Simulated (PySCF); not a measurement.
**C₆ coefficients of unlike pairs at TPSS**

Calculated with PySCF 2.14 from the dipole response of each species, C₆(A,B) = (3/π) ∫ α_A(iu) α_B(iu) du, in atomic units, from isotropic polarisabilities. For ions this is the dispersion term alone; charge-induced terms of lower order in 1/R come first.

| species | configuration | basis | relativity | α (bohr³) | C₆ (like pair) |
| --- | --- | --- | --- | --- | --- |
| P⁺ | [Ne] 3s2 3p2 (3P) | aug-cc-pV(T+d)Z (6s5p4d2f) | none | 14.41 | 75.15 |
| Hf²⁺ | [Xe] 4f14 5d2 (3F) | aug-cc-pVTZ-PP with ECP60MDF (6s6p5d3f2g) | core potential | 15.49 | 77.12 |
| Mn²⁺ | [Ar] 3d5 (6S) | dyall-av2z (16s12p7d2f) | none | 3.923 | 11.49 |

(1) Estimate C₆ for Mn²⁺ with Hf²⁺.

No spin-orbit coupling is included.

The other pairs:

| pair | C₆ |
| --- | --- |
| Hf²⁺, P⁺ | 75.24 |
| Mn²⁺, P⁺ | 26.92 |

## Answers

(1) The integral gives 28.42. The combination rule 2 C_A C_B / (C_A α_B/α_A + C_B α_A/α_B) gives 27.31 and the geometric mean 29.77.
